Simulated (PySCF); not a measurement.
## Calculated data, AlBGeH5, AlBGeH8Si, AlBClGeH3

Calculation on a computer-drawn molecule: optimised geometry and harmonic frequencies of an isolated molecule of the commonest isotopes, restricted reference for singlets and unrestricted otherwise, frozen core in MP2; on germanium a core potential holds 10 electrons, which the energies leave out, and 3d is frozen in MP2 and coupled-cluster steps. Program: PySCF 2.14.0.

Common to all runs: charge 0; method HF; basis cc-pV(D+d)Z; basis and core potential on germanium cc-pVDZ-PP ECP10MDF.

```yaml
- entry: 1
  formula: AlBGeH5
  start_structure:
    atoms_angstrom:
      - [Al, 0.01, -0.5594, -3.6558]
      - [B, 0.361, -0.6669, -1.5696]
      - [Ge, 1.8437, 0.479, -1.6566]
      - [H, -1.2675, -0.1312, -4.411]
      - [H, 1.202, -0.902, -4.6692]
      - [H, 0.0113, -1.3235, -0.7437]
      - [H, 2.2042, 1.2452, -2.9585]
      - [H, 2.1237, 1.6471, -0.662]
  given:
    multiplicity: 2
    drawn_bonds_atom: [1, 2, 1, 1, 2, 3, 3]
    drawn_bonds_other_atom: [2, 3, 4, 5, 6, 7, 8]
    drawn_bonds_order: [1, 1, 1, 1, 1, 1, 1]
  results:
    optimised_atom_element: [Al, B, Ge, H, H, H, H, H]
    "optimised_atom_x [angstrom]": [-0.1201, 0.56, 1.832, -1.427, 0.663, 0.2, 2.448, 2.333]
    "optimised_atom_y [angstrom]": [-0.8728, -0.4614, 1.002, -0.1841, -1.88, -1.109, 1.977, 1.317]
    "optimised_atom_z [angstrom]": [-3.942, -1.957, -1.472, -4.521, -4.885, -1.009, -2.478, -0.06301]
    "modes_frequency [cm^-1]": [83.28, 118.8, 208.4, 233.0, 413.7, 438.5, 500.2, 657.6, 689.5, 708.7, 838.8, 944.8, 969.7, 1957, 1964, 2225, 2232, 2685]
    "modes_reduced_mass [dalton]": [1.096, 4.341, 1.039, 1.191, 2.351, 1.115, 1.29, 1.452, 1.351, 2.725, 1.067, 1.28, 1.148, 1.058, 1.026, 1.024, 1.016, 1.09]
    "rotational_constants [GHz]": [24.77, 1.655, 1.588]
    "total_energy [hartree]": -562.8169
    spin_squared: 0.7602
    "convergence_status_largest_gradient_component [hartree/bohr]": 8.057e-06
- entry: 2
  formula: AlBGeH8Si
  start_structure:
    atoms_angstrom:
      - [Al, -2.4227, 0.2874, 0.4733]
      - [B, -1.0316, 1.0401, -0.8544]
      - [Ge, 0.7993, 0.082, -0.6765]
      - [Si, 2.1372, 0.8898, 0.997]
      - [H, -1.899, -0.3804, 1.7552]
      - [H, -3.9406, 0.3463, 0.4779]
      - [H, -1.1124, 1.8687, -1.6681]
      - [H, 0.6156, -1.4436, -0.2997]
      - [H, 1.5662, -0.1014, -1.9488]
      - [H, 3.3201, 0.0978, 1.2054]
      - [H, 1.4496, 1.0847, 2.2437]
      - [H, 2.6697, 2.3122, 0.5564]
  given:
    multiplicity: 1
    drawn_bonds_atom: [1, 2, 3, 1, 1, 2, 3, 3, 4, 4, 4]
    drawn_bonds_other_atom: [2, 3, 4, 5, 6, 7, 8, 9, 10, 11, 12]
    drawn_bonds_order: [1, 1, 1, 1, 1, 1, 1, 1, 1, 1, 1]
  results:
    optimised_atom_element: [Al, B, Ge, Si, H, H, H, H, H, H, H, H]
    "optimised_atom_x [angstrom]": [-2.749, -0.988, 0.823, 2.429, -2.946, -3.868, -0.9535, 0.6838, 1.42, 3.711, 1.917, 2.674]
    "optimised_atom_y [angstrom]": [0.3084, 0.9729, -0.06862, 0.9234, 0.5948, -0.5078, 2.037, -1.554, -0.02731, 0.1825, 0.8855, 2.337]
    "optimised_atom_z [angstrom]": [0.4958, -0.5275, -0.6207, 0.8871, 2.043, -0.2765, -1.091, -0.2365, -2.038, 0.8321, 2.279, 0.5147]
    "modes_frequency [cm^-1]": [27.02, 80.44, 103.3, 116.6, 166.9, 348.3, 352.9, 378.5, 422.6, 509.4, 529.4, 637.1, 661.5, 691.2, 725.3, 749.2, 835.7, 944.8, 959.4, 980.0, 1026, 1028, 1963, 1968, 2167, 2183, 2300, 2305, 2307, 2674]
    "modes_reduced_mass [dalton]": [4.095, 1.135, 1.877, 2.572, 1.416, 1.488, 2.929, 1.192, 2.336, 1.093, 1.13, 1.345, 2.549, 1.325, 1.228, 1.258, 1.072, 1.25, 1.098, 1.079, 1.036, 1.037, 1.058, 1.026, 1.022, 1.017, 1.042, 1.037, 1.041, 1.09]
    "rotational_constants [GHz]": [4.499, 1.036, 0.9017]
    "total_energy [hartree]": -853.5199
    "convergence_status_largest_gradient_component [hartree/bohr]": 1.187e-05
- entry: 3
  formula: AlBClGeH3
  start_structure:
    atoms_angstrom:
      - [Al, -2.1452, -2.2702, -1.5676]
      - [B, -0.882, -0.7925, -0.6994]
      - [Ge, -0.2653, -2.3086, 0.3485]
      - [Cl, 1.2445, -3.6621, -0.4313]
      - [H, -3.6087, -2.5843, -0.9926]
      - [H, -1.9693, -2.9014, -2.9669]
      - [H, -1.3015, 0.076, -0.2117]
  given:
    multiplicity: 1
    drawn_bonds_atom: [1, 2, 3, 1, 1, 2]
    drawn_bonds_other_atom: [2, 3, 4, 5, 6, 7]
    drawn_bonds_order: [1, 1, 1, 1, 1, 1]
  results:
    optimised_atom_element: [Al, B, Ge, Cl, H, H, H]
    "optimised_atom_x [angstrom]": [-2.521, -1.06, 0.06814, 1.506, -4.052, -2.117, -0.7503]
    "optimised_atom_y [angstrom]": [-2.281, -1.438, -2.388, -2.866, -2.219, -2.972, -0.2785]
    "optimised_atom_z [angstrom]": [-1.72, -0.396, 1.097, -0.5717, -1.308, -3.083, -0.5393]
    "modes_frequency [cm^-1]": [57.35, 96.21, 115.7, 184.2, 364.5, 399.8, 418.4, 558.9, 653.0, 710.0, 789.2, 838.2, 1962, 1987, 2648]
    "modes_reduced_mass [dalton]": [11.83, 1.24, 5.943, 1.921, 26.29, 4.803, 1.153, 1.148, 2.542, 1.487, 1.6, 1.104, 1.043, 1.04, 1.089]
    "rotational_constants [GHz]": [3.689, 1.36, 1.046]
    "total_energy [hartree]": -1021.2145
    "convergence_status_largest_gradient_component [hartree/bohr]": 1.343e-05
```
